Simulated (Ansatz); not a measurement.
Ideal-gas functions of BBrH₄N₂ (`NB(N)Br`) at 298.15 K and 1 bar, from an Ansatz frequency run at PBE0-D4/def2-TZVP.

Molar mass 122.76 g/mol, point group C2v (symmetry number 2), electronic degeneracy 1, moments of inertia 55.954, 175.256, 231.21 u Å². Harmonic wavenumbers (cm⁻¹, unscaled): 278, 309, 336, 372, 377, 503, 530, 583, 871, 940, 1227, 1446, 1627, 1630, 3640, 3644, 3747, 3747.

Use S(trans) = R[1.5 ln M + 2.5 ln T − 1.1517]; rotational temperatures θ = 24.2544 K / I; S(rot) = R[ln(√π/σ · √(T³/θAθBθC)) + 1.5]; for each mode x = 1.438777 ν̃/T, S = R[x/(eˣ − 1) − ln(1 − e⁻ˣ)] and H = RT x/(eˣ − 1); 1 cm⁻¹ = 0.0119627 kJ/mol; R = 8.31446 J/(mol·K).

Task: By hand: the entropy, in J/(mol·K).

Result: Translation 168.8. Rotation: θ = 0.4335, 0.1384, 0.1049 K, giving 103.6. Vibration, mode by mode: 6.47, 5.72, 5.15, 4.48, 4.40, 2.72, 2.46, 2.01, 0.66, 0.50, 0.15, 0.06, 0.03, 0.03, 0.00, 0.00, 0.00, 0.00, in all 34.8. Electronic 0.0. Sum 307.2 J/(mol·K).

Task: By hand: H − E and G − E in kJ/mol, counted from the electronic energy.

Result: Zero-point energy ½ × 25807 × 0.0119627 = 154.4; thermal vibration 6.9; translation, rotation and pV give 4 RT = 9.9. H − E = 171.2 kJ/mol, and G − E = 171.2 − 298.15 × 307.2/1000 = 79.6 kJ/mol.

Vibration gives 11 % of the entropy. The sum counts one conformer and one mirror image; others add a mixing term.
